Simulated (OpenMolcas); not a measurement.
# Levels of Ti2+ by method

```yaml
Program: OpenMolcas 26.06
Basis: ANO-RCC-VDZP [5s4p2d1f]
Scalar_Hamiltonian: DKH2, point nucleus
Active_space: 2 electrons in 6 orbitals (3d 4s)
State_averaging: 2S+1 = 3 even, 15 roots; 2S+1 = 1 even, 20 roots kept (CI in the orbitals of an earlier block)
Spin-orbit_coupling: RASSI with atomic mean-field integrals over the reference wave functions, term energies averaged over their components
```

Methods on the same reference wave functions:
A. CASSCF
B. SS-CASPT2, IPEA 0.25 Eh, imaginary shift 0.1 Eh (closed shells correlated: 3s 3p)
C. MS-CASPT2, IPEA 0.25 Eh, imaginary shift 0.1 Eh (closed shells correlated: 3s 3p)

Energies in cm⁻¹ above 3d² ³F₂, the measured ground level; measured values from Corliss and Sugar, J. Phys. Chem. Ref. Data 8, 1 (1979).

```
    Level      A      B      C  Measured
  3d² ³F₂    0.0    0.0    0.0       0.0
  3d² ³F₃    201    202    202       185
  3d² ³F₄    462    463    463       420
  3d² ¹D₂  11378   8450   8430      8474
  3d² ³P₀  13702  10980  10980     10538
  3d² ³P₁  13771  11050  11050     10604
  3d² ³P₂  13917  11190  11190     10721
  3d² ¹G₄  17826  15260  15260     14398
3d 4s ³D₁  39943  37110  37110          
3d 4s ³D₂  40069  37230  37230     38199
3d 4s ³D₃  40271  37440  37440     38426
  3d² ¹S₀  43152  32880  32880     32476
3d 4s ¹D₂  45635  41020  41030     41704
```

Deviations, from unrounded energies. A percentage is the sum of absolute deviations over the sum of measured energies, with the sign that they share, or ± where signs differ.

| Against measurement | Levels | A | B | C |
| --- | --- | --- | --- | --- |
| mean absolute deviation (cm-1) | 11 | 3100 | 490 | 490 |
| fine structure of the ground term (%) | 2 | +9.5 | +9.9 | +9.9 |
| other terms of the ground configuration (%) | 6 | +30.4 | ±3.0 | ±3.0 |
| other configurations (%) | 3 | +6.5 | -2.2 | -2.2 |

B, C lie about equally close to measurement and A furthest from it. The largest miss of C in the table is 3d 4s ³D₃, by -990 cm-1. The ranking rests on the paired levels alone, and a cruder setting can come out closer through cancelling errors.

Between B and C the level of the table that moves most is 3d 4s ¹D₂, by 10 cm-1 (lowest in B, highest in C). Moves below CASPT2's spread within the term are not significant.

The two smallest mean deviations differ by little beside CASPT2's spread within terms, so their order carries little weight.

From A to B the spin-free energies of the other terms of 3d² shown, above ³F, scale by factors of 0.74 to 0.85, as is usual when dynamic correlation screens the repulsion within a d or f shell.

The lowest spin-free term lies below A's lowest term by 0.231 hartree in B, 0.231 hartree in C.

CASPT2 does not keep the components of a term degenerate, so their means are used; among the terms shown or strongly mixed into the levels shown the widest spread is 850 cm-1 (3d² ¹G, C). Terms from blocks run as CI alone lack orbitals of their own. A single d shell beside an s shell can misplace configurations of different d count against each other. Without dynamic correlation excited terms often stand tens of per cent too high (terms of higher spin than the ground term too low), and those without a measured partner can miss by more than the paired ones (holds for A). Measured partners are found by configuration, term and J. A level has none where our copy of the source lacks it or the pairing is in doubt (some pairs that miss far off the trend of their configuration count as doubtful), and it then counts in no deviation. Only configurations of the active space appear.
